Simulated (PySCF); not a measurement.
Molfile (atoms numbered from 1):
```
BH7O3Si2
     RDKit          3D

 13 12  0  0  0  0  0  0  0  0999 V2000
   -2.0997   -0.3694   -0.9474 O   0  0  0  0  0  0  0  0  0  0  0  0
   -1.8948    0.7680    0.2532 Si  0  0  0  0  0  4  0  0  0  0  0  0
    0.3987    0.8194    0.8194 Si  0  0  0  0  0  4  0  0  0  0  0  0
    1.2797   -0.6598   -0.2820 B   0  0  0  0  0  0  0  0  0  0  0  0
    2.5969   -0.7828   -0.5877 O   0  0  0  0  0  0  0  0  0  0  0  0
    0.4379   -1.6234   -0.7697 O   0  0  0  0  0  0  0  0  0  0  0  0
   -1.3772   -1.0138   -1.0067 H   0  0  0  0  0  0  0  0  0  0  0  0
   -2.7009    0.4465    1.4744 H   0  0  0  0  0  0  0  0  0  0  0  0
   -2.3593    2.0920   -0.2586 H   0  0  0  0  0  0  0  0  0  0  0  0
    0.6123    0.5437    2.2793 H   0  0  0  0  0  0  0  0  0  0  0  0
    1.0531    2.1394    0.5300 H   0  0  0  0  0  0  0  0  0  0  0  0
    3.1455   -0.0795   -0.2297 H   0  0  0  0  0  0  0  0  0  0  0  0
    0.9095   -2.2930   -1.2852 H   0  0  0  0  0  0  0  0  0  0  0  0
  1  2  1  0
  2  3  1  0
  3  4  1  0
  4  5  1  0
  4  6  1  0
  1  7  1  0
  2  8  1  0
  2  9  1  0
  3 10  1  0
  3 11  1  0
  5 12  1  0
  6 13  1  0
M  END
```

Geometry: PBE0-D3(BJ)/def2-SVP; GIAO shifts from PySCF, gas phase, non-relativistic, averaged over equivalent atoms.

At BLYP/pcSseg-1 (151 basis functions, 22 s wall time on 1 thread of an Arm Neoverse V1, shared host):
```csv
atoms,δ (ppm)
O5/O6,169.3
O1,12.2
Si2,-32.7
Si3,-127.4
B4,32.4
H8/H9,5.38
H12/H13,4.58
H7,3.18
H10/H11,3.07
```

Referencing at the same level of theory: 17O (333.67 ppm) vs H2O; 29Si (323.46 ppm) and 1H (31.36 ppm) vs TMS; 11B (92.85 ppm) against BF3·OEt2.

Q: What do these become at PBE0/aug-cc-pVDZ?

A: 
```csv
atoms,δ at PBE0/aug-cc-pVDZ,change
O5/O6,143.5,-25.8
O1,7.6,-4.6
Si2,-24.5,+8.2
Si3,-109.1,+18.3
B4,33.5,+1.1
H8/H9,5.58,+0.20
H12/H13,4.37,-0.21
H7,2.92,-0.26
H10/H11,3.40,+0.33
```

Referencing at the same level of theory: 17O (σref 335.91) against H2O; 29Si (σref 416.72), 1H (σref 31.39) against TMS; 11B (σref 110.17) vs BF3·OEt2.

The largest change is at O5/O6 (oxygen bonded to B, H). Cost: 209 basis functions.

Experimental scales use liquid or dissolved standards, which lie at an offset from isolated H2O (liquid H2O: subtract about 36 ppm).
